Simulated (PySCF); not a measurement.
PySCF input for (2S)-2-fluorobutane (C₄H₉F), SMILES CC[C@H](C)F, TDDFT-PBE/def2-SVPD. Geometry: PBE-D3(BJ)/def2-SVP. One conformer was computed; it need not be the lowest.

```python
import numpy as np
from pyscf import gto, scf, dft, tdscf

mol = gto.M(
    atom='''
    C     1.54536758   -1.20969297   -0.61084187
    C     0.68646090    0.04428193   -0.77479003
    C    -0.18389734    0.37214611    0.43704074
    C    -1.27843144   -0.64101883    0.72985269
    F    -0.78736001    1.61744365    0.21019767
    H     2.20503137   -1.35794429   -1.48848770
    H     0.92906552   -2.12568705   -0.50493787
    H     2.19720670   -1.14127218    0.28543867
    H     1.33187963    0.92858795   -0.96080826
    H     0.02261034   -0.04902013   -1.66193247
    H     0.46947575    0.48877401    1.33510907
    H    -0.85038411   -1.62658928    1.00039190
    H    -1.90593303   -0.29479006    1.57414412
    H    -1.92971010   -0.77334924   -0.15826549
    ''',
    basis='def2-SVPD',
    charge=0,
    spin=0,
    max_memory=1600,
    verbose=4,
)
mf = dft.RKS(mol, xc='pbe').density_fit(auxbasis='def2-universal-jkfit')
mf.grids.level = 3
mf.conv_tol = 1e-9
mf.max_cycle = 100
mf.kernel()
mf.grids = dft.Grids(mol).set(level=1).build(with_non0tab=True)  # coarser grid for the response kernel
td = tdscf.TDDFT(mf)
td.singlet = True
td.nstates = 10
td.conv_tol = 1e-4
td.positive_eig_threshold = 1e-6
td.kernel(x0=td.get_init_guess(mf, 15))
td.analyze()
tt = tdscf.TDA(mf)
tt.singlet = False
tt.nstates = 4
tt.conv_tol = 1e-4
tt.positive_eig_threshold = 1e-6
tt.kernel(x0=tt.get_init_guess(mf, 9))
tt.analyze(verbose=3)
```

Program output:

```
PySCF version 2.14.0

[INPUT] verbose = 4
[INPUT] num. atoms = 14
[INPUT] num. electrons = 42
[INPUT] charge = 0
[INPUT] spin (= nelec alpha-beta = 2S) = 0
[INPUT] symmetry False subgroup None
[INPUT] Mole.unit = angstrom
[INPUT] Symbol           X                Y                Z      unit          X                Y                Z       unit  Magmom
[INPUT]  1 C      1.545367580000  -1.209692970000  -0.610841870000 AA    2.920321487982  -2.285988408112  -1.154323839717 Bohr   0.0
[INPUT]  2 C      0.686460900000   0.044281930000  -0.774790030000 AA    1.297223096222   0.083680719967  -1.464140960744 Bohr   0.0
[INPUT]  3 C     -0.183897340000   0.372146110000   0.437040740000 AA   -0.347515607636   0.703254226222   0.825887303877 Bohr   0.0
[INPUT]  4 C     -1.278431440000  -0.641018830000   0.729852690000 AA   -2.415885290633  -1.211350029389   1.379221695377 Bohr   0.0
[INPUT]  5 F     -0.787360010000   1.617443650000   0.210197670000 AA   -1.487894780335   3.056525520417   0.397216028322 Bohr   0.0
[INPUT]  6 H      2.205031370000  -1.357944290000  -1.488487700000 AA    4.166905385374  -2.566142800517  -2.812834092784 Bohr   0.0
[INPUT]  7 H      0.929065520000  -2.125687050000  -0.504937870000 AA    1.755679384577  -4.016966351035  -0.954194284221 Bohr   0.0
[INPUT]  8 H      2.197206700000  -1.141272180000   0.285438670000 AA    4.152118902059  -2.156691853785   0.539400911660 Bohr   0.0
[INPUT]  9 H      1.331879630000   0.928587950000  -0.960808260000 AA    2.516887731587   1.754776908071  -1.815664469620 Bohr   0.0
[INPUT] 10 H      0.022610340000  -0.049020130000  -1.661932470000 AA    0.042727350183  -0.092634620291  -3.140597205822 Bohr   0.0
[INPUT] 11 H      0.469475750000   0.488774010000   1.335109070000 AA    0.887180589625   0.923649015705   2.522990488723 Bohr   0.0
[INPUT] 12 H     -0.850384110000  -1.626589280000   1.000391900000 AA   -1.606993068582  -3.073808256353   1.890466708233 Bohr   0.0
[INPUT] 13 H     -1.905933030000  -0.294790060000   1.574144120000 AA   -3.601691438462  -0.557072477644   2.974701267394 Bohr   0.0
[INPUT] 14 H     -1.929710100000  -0.773349240000  -0.158265490000 AA   -3.646623588807  -1.461418262241  -0.299078431070 Bohr   0.0

nuclear repulsion = 189.973978489302
number of shells = 77
number of NR pGTOs = 243
number of NR cGTOs = 175
basis = def2-SVPD
ecp = {}


[settings echo left out]
init E= -257.174678170061
  HOMO = -0.349598325987668  LUMO = -0.0216948125786716  gap/eV = 8.92271
cycle= 1 E= -257.114896026671  delta_E= 0.0598  |g|= 0.585  |ddm|= 4.59
  HOMO = -0.179581047621449  LUMO = 0.0191620775621359  gap/eV = 5.40808
cycle= 2 E= -256.986256906431  delta_E= 0.129  |g|= 0.987  |ddm|= 1.48
  HOMO = -0.273993519388338  LUMO = 0.0027172037013532  gap/eV = 7.52968
cycle= 3 E= -257.194691704341  delta_E= -0.208  |g|= 0.113  |ddm|= 0.866
  HOMO = -0.274527214488844  LUMO = -0.000307563734011751  gap/eV = 7.46190
cycle= 4 E= -257.19670291403  delta_E= -0.00201  |g|= 0.048  |ddm|= 0.135
  HOMO = -0.274875196080218  LUMO = 0.000414548171512319  gap/eV = 7.49102
cycle= 5 E= -257.197165978301  delta_E= -0.000463  |g|= 0.006  |ddm|= 0.056
  HOMO = -0.27509048492442  LUMO = 0.000253413131195313  gap/eV = 7.49249
cycle= 6 E= -257.19717335514  delta_E= -7.38e-06  |g|= 0.00262  |ddm|= 0.0148
  HOMO = -0.274993986974748  LUMO = 0.000271755917466976  gap/eV = 7.49036
cycle= 7 E= -257.197175051979  delta_E= -1.7e-06  |g|= 0.000473  |ddm|= 0.00339
  HOMO = -0.275015547063266  LUMO = 0.000269521513419413  gap/eV = 7.49089
cycle= 8 E= -257.197175108103  delta_E= -5.61e-08  |g|= 9.61e-05  |ddm|= 0.000958
  HOMO = -0.275017576562146  LUMO = 0.000266772856825082  gap/eV = 7.49087
cycle= 9 E= -257.197175110506  delta_E= -2.4e-09  |g|= 2.51e-05  |ddm|= 0.00023
  HOMO = -0.275017343699123  LUMO = 0.000266668342526089  gap/eV = 7.49086
cycle= 10 E= -257.197175110649  delta_E= -1.44e-10  |g|= 8.76e-06  |ddm|= 5.01e-05
  HOMO = -0.275018905999929  LUMO = 0.000266383818924965  gap/eV = 7.49089
Extra cycle  E= -257.197175110627  delta_E= 2.24e-11  |g|= 1.32e-05  |ddm|= 2.65e-05
converged SCF energy = -257.197175110627
tot grids = 48272
Overwritten attributes  positive_eig_threshold  of <class 'pyscf.tdscf.rks.CasidaTDDFT'>


******** <class 'pyscf.tdscf.rks.CasidaTDDFT'> for <class 'pyscf.df.df_jk.DFRKS'> ********
nstates = 10 singlet
deg_eia_thresh = 1.000e-03
wfnsym = None
conv_tol = 0.0001
eigh lindep = 1e-12
eigh level_shift = 0
eigh max_cycle = 100


Excitation energies (eV)
[7.5313111  7.68048181 8.1876045  8.34326593 8.37573596 8.42034047
 8.48012852 8.53730532 8.65659209 8.88167769]

** Singlet excitation energies and oscillator strengths **
Excited State   1:      7.53131 eV    164.62 nm  f=0.0006
      21 -> 22        0.70341
Excited State   2:      7.68048 eV    161.43 nm  f=0.0091
      20 -> 22        0.70314
Excited State   3:      8.18760 eV    151.43 nm  f=0.0027
      21 -> 23       -0.69623
      21 -> 24        0.11058
Excited State   4:      8.34327 eV    148.60 nm  f=0.0209
      19 -> 22        0.10022
      20 -> 23       -0.67089
      21 -> 24        0.19057
Excited State   5:      8.37574 eV    148.03 nm  f=0.0463
      20 -> 23       -0.19108
      20 -> 24        0.14549
      21 -> 24       -0.65006
Excited State   6:      8.42034 eV    147.24 nm  f=0.0059
      19 -> 22        0.69295
Excited State   7:      8.48013 eV    146.21 nm  f=0.0135
      20 -> 24        0.51367
      21 -> 25        0.47510
Excited State   8:      8.53731 eV    145.23 nm  f=0.0687
      20 -> 24       -0.45041
      21 -> 24       -0.13870
      21 -> 25        0.51377
Excited State   9:      8.65659 eV    143.23 nm  f=0.0122
      20 -> 25       -0.69991
Excited State  10:      8.88168 eV    139.60 nm  f=0.0067
      18 -> 22       -0.70107

** Transition electric dipole moments (AU) **
state          X           Y           Z        Dip. S.      Osc.
  1         0.0551      0.0001      0.0012      0.0030      0.0006
  2        -0.0305     -0.2058      0.0707      0.0483      0.0091
  3        -0.0824      0.0812      0.0150      0.0136      0.0027
  4         0.2806      0.0133     -0.1526      0.1022      0.0209
  5        -0.2202     -0.0529     -0.4176      0.2257      0.0463
  6        -0.0177     -0.1433     -0.0883      0.0286      0.0059
  7         0.2252      0.1148     -0.0350      0.0651      0.0135
  8        -0.3185     -0.0189     -0.4759      0.3283      0.0687
  9         0.2199      0.0875      0.0363      0.0573      0.0122
 10         0.1358     -0.0609      0.0923      0.0307      0.0067

** Transition velocity dipole moments (imaginary part, AU) **
state          X           Y           Z        Dip. S.      Osc.
  1         0.0144      0.0008     -0.0006      0.0002      0.0005
  2        -0.0092     -0.0582      0.0197      0.0039      0.0091
  3        -0.0235      0.0248      0.0062      0.0012      0.0027
  4         0.0870      0.0056     -0.0458      0.0097      0.0211
  5        -0.0645     -0.0148     -0.1296      0.0212      0.0459
  6        -0.0071     -0.0465     -0.0291      0.0031      0.0066
  7         0.0746      0.0364     -0.0139      0.0071      0.0152
  8        -0.1010     -0.0116     -0.1502      0.0329      0.0699
  9         0.0720      0.0274      0.0094      0.0060      0.0126
 10         0.0450     -0.0220      0.0311      0.0035      0.0071

** Transition magnetic dipole moments (imaginary part, AU) **
state          X           Y           Z
  1         0.1752      0.3297      0.0973
  2        -0.0550     -0.3618     -0.4781
  3        -0.0050     -0.3117      0.0862
  4         0.0036      0.0781      0.3917
  5        -0.2060      0.0991      0.0985
  6        -0.2981     -0.0127      0.5336
  7         0.4882     -0.1840     -0.0345
  8         0.0467      0.1981      0.0183
  9        -0.1961      0.2720      0.1297
 10         0.1915      0.3124     -0.1035
Overwritten attributes  positive_eig_threshold  of <class 'pyscf.tdscf.rks.TDA'>


******** <class 'pyscf.tdscf.rks.TDA'> for <class 'pyscf.df.df_jk.DFRKS'> ********
nstates = 4 triplet
deg_eia_thresh = 1.000e-03
wfnsym = None
conv_tol = 0.0001
eigh lindep = 1e-12
eigh level_shift = 0
eigh max_cycle = 100


Excitation energies (eV)
[7.41385127 7.56549097 7.98096753 8.14838527]

** Triplet excitation energies and oscillator strengths **
Excited State   1:      7.41385 eV    167.23 nm  f=0.0000
Excited State   2:      7.56549 eV    163.88 nm  f=0.0000
Excited State   3:      7.98097 eV    155.35 nm  f=0.0000
Excited State   4:      8.14839 eV    152.16 nm  f=0.0000
```

Self-consistency was reached.
